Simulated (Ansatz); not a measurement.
```yaml
crystal:
  periodic: [false, false, false]
  atoms:
    - {symbol: C, position_ang: [8.891181, 2.254743, -0.285450]}
    - {symbol: C, position_ang: [8.067294, 1.011642, -0.132212]}
    - {symbol: C, position_ang: [8.586168, -0.261955, -0.018501]}
    - {symbol: S, position_ang: [7.360690, -1.458058, 0.169632]}
    - {symbol: C, position_ang: [6.087191, -0.257488, 0.101555]}
    - {symbol: C, position_ang: [4.688169, -0.600746, 0.184321]}
    - {symbol: S, position_ang: [3.508715, 0.608434, -0.263371]}
    - {symbol: C, position_ang: [2.165292, -0.449521, 0.096214]}
    - {symbol: C, position_ang: [0.791449, -0.042828, -0.033864]}
    - {symbol: S, position_ang: [-0.441573, -1.039702, 0.702579]}
    - {symbol: C, position_ang: [-1.731059, -0.002898, 0.142430]}
    - {symbol: C, position_ang: [-3.119351, -0.283005, 0.394316]}
    - {symbol: S, position_ang: [-4.325118, 0.590001, -0.522567]}
    - {symbol: C, position_ang: [-5.643999, -0.215055, 0.288847]}
    - {symbol: C, position_ang: [-7.027280, 0.083756, 0.010383]}
    - {symbol: S, position_ang: [-8.248708, -0.495962, 1.120836]}
    - {symbol: C, position_ang: [-9.519789, 0.174439, 0.178036]}
    - {symbol: C, position_ang: [-9.035056, 0.823133, -0.932180]}
    - {symbol: C, position_ang: [-7.614387, 0.785004, -1.046685]}
    - {symbol: C, position_ang: [-6.868697, 1.415754, -2.183575]}
    - {symbol: C, position_ang: [-5.138144, -1.119890, 1.214527]}
    - {symbol: C, position_ang: [-3.726034, -1.174489, 1.287161]}
    - {symbol: C, position_ang: [-2.992965, -2.089163, 2.220594]}
    - {symbol: C, position_ang: [-1.192754, 1.063884, -0.570656]}
    - {symbol: C, position_ang: [0.217752, 1.060705, -0.676790]}
    - {symbol: C, position_ang: [0.984719, 2.129179, -1.394568]}
    - {symbol: C, position_ang: [2.647760, -1.679812, 0.530189]}
    - {symbol: C, position_ang: [4.058077, -1.784229, 0.582224]}
    - {symbol: C, position_ang: [4.765549, -3.034192, 1.009044]}
    - {symbol: C, position_ang: [6.645496, 1.004006, -0.063977]}
    - {symbol: H, position_ang: [8.749916, 2.932470, 0.572791]}
    - {symbol: H, position_ang: [9.962631, 2.020146, -0.357140]}
    - {symbol: H, position_ang: [8.603907, 2.814290, -1.190552]}
    - {symbol: H, position_ang: [9.635872, -0.558168, -0.023537]}
    - {symbol: H, position_ang: [-10.555429, 0.055810, 0.495949]}
    - {symbol: H, position_ang: [-9.677521, 1.317872, -1.664571]}
    - {symbol: H, position_ang: [-6.275712, 2.286491, -1.855039]}
    - {symbol: H, position_ang: [-7.569790, 1.763977, -2.955724]}
    - {symbol: H, position_ang: [-6.166330, 0.709125, -2.655211]}
    - {symbol: H, position_ang: [-5.786482, -1.745289, 1.833371]}
    - {symbol: H, position_ang: [-3.695010, -2.572309, 2.915157]}
    - {symbol: H, position_ang: [-2.240053, -1.548342, 2.816621]}
    - {symbol: H, position_ang: [-2.459357, -2.886684, 1.676371]}
    - {symbol: H, position_ang: [-1.816575, 1.849061, -1.005091]}
    - {symbol: H, position_ang: [0.298643, 2.808215, -1.920790]}
    - {symbol: H, position_ang: [1.681812, 1.705774, -2.136002]}
    - {symbol: H, position_ang: [1.586421, 2.736167, -0.697298]}
    - {symbol: H, position_ang: [1.983956, -2.505532, 0.798380]}
    - {symbol: H, position_ang: [5.300426, -3.507116, 0.168087]}
    - {symbol: H, position_ang: [5.513891, -2.834278, 1.792994]}
    - {symbol: H, position_ang: [4.047199, -3.767908, 1.401741]}
    - {symbol: H, position_ang: [6.036974, 1.910571, -0.119010]}
basis:
  gaussian: {orbitals: "6-31++G**", fitting: {mean_field: def2-universal-jkfit}}
hamiltonian: {xc: {name: B3LYP5}}
scf: {omitted_lower_state_checks: [starts]}
```

```sh
$ ansatz run in.yaml --threads 2 --pin off --events-out ev --progress --plain --max-ram 32768MiB --backend cuda --devices 0, --max-vram 18GiB
```

It prints (some lines left out):

```
Functional definition: B3LYP5
2911 factors; integrals over basis functions are off by at most 2.1e-1 eV
mean field evaluation 1: about -80350.1845 eV, gradient 1.8e2 eV
mean field evaluation 2: about -80128.9911 eV, gradient 3.1e2 eV
mean field evaluation 4: about -80429.9162 eV, gradient 4.7e1 eV
mean field evaluation 8: about -80435.9746 eV, gradient 5.5e-1 eV
mean field evaluation 16: about -80435.9710 eV, gradient 2.5e-3 eV
mean field -80435.97103658 eV, -2955.9674141349 hartree, gradient 8.7e-5 eV, S^2 0.000000; 0 other end points of the search recorded, 3 dependent functions left out
reference -80435.97186946 eV, -2955.9674447428 hartree; 126, 126 occupied and 593, 593 virtual orbitals, 2911 factors
Total energy: -80435.97186946 eV, -2955.9674447428 hartree
Checks for a lower state left out: starts
```

Run time 11 s (2 threads of AMD EPYC 7R13 on a shared host and a share (18 GiB) of an NVIDIA H100 80GB HBM3).

The 6-31G sets use Cartesian d functions.
